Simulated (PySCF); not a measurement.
**Computed structure and properties of [ReO3(H2O)2]+**

System: [ReO3(H2O)2]+ (singlet); start: displaced along the imaginary mode (C1). Method: PySCF 2.14.0, RKS PBE0, Re def2-SVP with ECP60, O def2-SVP, H def2-SVP; non-relativistic Hamiltonian with scalar-relativistic core potentials where named; density fitting; no spin-orbit coupling.

Input of the relaxation:

```python
mol = gto.M(atom='''
Re     0.08583     0.08849     0.01794
O      0.15781     0.13789     1.69614
O      1.64503    -0.24075    -0.52587
O     -0.23971     1.65773    -0.49757
O     -2.05661    -0.15810    -0.41108
H     -2.70702    -0.90940    -0.31533
H     -2.54696     0.67131    -0.56144
O     -0.17601    -2.08427    -0.38391
H     -0.70397    -2.75424     0.13807
H      0.66044    -2.51193    -0.64833''',
    basis={'Re': 'def2-SVP', 'O': 'def2-SVP', 'H': 'def2-SVP'},
    ecp={'Re': 'def2-SVP'},
    charge=1, spin=0)
mf = dft.RKS(mol, xc='PBE0')
mf.grids.atom_grid = (50, 194)
mf = mf.density_fit()  # fitting sets: Re def2-universal-JKFIT, O def2-universal-JKFIT, H def2-universal-JKFIT
mf.conv_tol = 1e-08; mf.max_cycle = 55
mf.kernel(dm0)  # dm0: converged density of the start geometry
# quasi-Newton relaxation in Cartesian coordinates to a largest gradient under 0.00045 Eh/bohr, steps kept in the point group
```

Run from Python with OMP_NUM_THREADS=2; the lines above give its settings. Where DIIS fails, smearing, a level shift and second-order steps follow.
It took 2.8 min on 2 threads of Arm Neoverse V1 (shared host), from the converged density of the start.

Course of the relaxation:

```tsv
step	energy above end (eV)	largest force component within the symmetry (eV/Å)
0	0.1906	1.043
1	0.1469	0.222
2	0.1409	0.087
3	0.1348	0.246
4	0.1287	0.427
5	0.1170	0.560
6	0.0935	0.597
7	0.0617	0.487
24	0.0008	0.055
25	0.0005	0.032
26	0.0003	0.029
27	0.0002	0.033
28	0.0000	0.021
29	0.0000	0.015
```
(The steps between are left out.)

Relaxed geometry (Cs):

```xyz
10

Re    0.0316    0.1601    0.0880
O     0.4629   -0.1581    1.6834
O     1.3756   -0.1065   -0.8887
O    -0.2854    1.8109    0.0063
O    -1.9607   -0.1316   -0.6060
H    -2.3626   -0.9986   -0.7842
H    -2.5752    0.5980   -0.8011
O    -0.3961   -2.1004   -0.1279
H    -0.3521   -2.6128    0.6975
H     0.1809   -2.5643   -0.7587
```

| contact | Å |
| --- | --- |
| Re1–O2 (O) | 1.683 |
| Re1–O3 (O) | 1.683 |
| Re1–O4 (O) | 1.683 |
| Re1–O5 (H2O) | 2.130 |
| Re1–O8 (H2O) | 2.311 |

On the finer grid (75, 302):

- HOMO: -14.40 eV
- LUMO: -8.20 eV
- Dipole about the centre of mass: 9.76 D
- Set of Mulliken populations of Re1 outside the core potential: s 2.42, p 6.35, d 4.69, f 0.24
- D3(BJ) dispersion energy (not in the energies): -0.205 eV

| atom | Mulliken (e) | Löwdin (e) | spin (e) |
| --- | --- | --- | --- |
| Re1 | 1.29 | 0.41 | 0.00 |
| O2 | -0.27 | -0.06 | 0.00 |
| O3 | -0.27 | -0.06 | 0.00 |
| O4 | -0.27 | -0.05 | 0.00 |
| O5 | -0.29 | 0.09 | 0.00 |
| H6 | 0.28 | 0.16 | 0.00 |
| H7 | 0.30 | 0.18 | 0.00 |
| O8 | -0.31 | 0.02 | 0.00 |
| H9 | 0.27 | 0.16 | 0.00 |
| H10 | 0.27 | 0.16 | 0.00 |

On the grid (50, 194), as all that follows. Harmonic modes: a minimum; lowest 86 cm⁻¹ (negative: unstable), highest 3844 cm⁻¹, zero-point energy 1.674 eV.

Rigid scan of O along the line from its metal, all other atoms held (where the atom bridges, its other bond changes as well):

(distance to O2 (Å), energy (eV)): (1.38, 4.815), (1.48, 1.752), (1.58, 0.361), (1.68, 0.000), (1.78, 0.255), (1.88, 0.861), (1.98, 1.648), (2.13, 2.947)

Taking off one H2O (charge 0, singlet; the rest: singlet) in vacuum, both parts rigid, costs 2.70 eV; the small basis without counterpoise inflates it.

Rigid scan of H2O along the line from its metal, all other atoms held (where the atom bridges, its other bond changes as well):

(distance to O5 (Å), energy (eV)): (1.83, 0.894), (1.93, 0.329), (2.03, 0.069), (2.13, 0.000), (2.23, 0.049), (2.33, 0.168), (2.53, 0.494), (2.83, 0.999), (3.23, 1.515), (3.73, 1.920)

One start shape was tried, so this needn't be the lowest isomer.
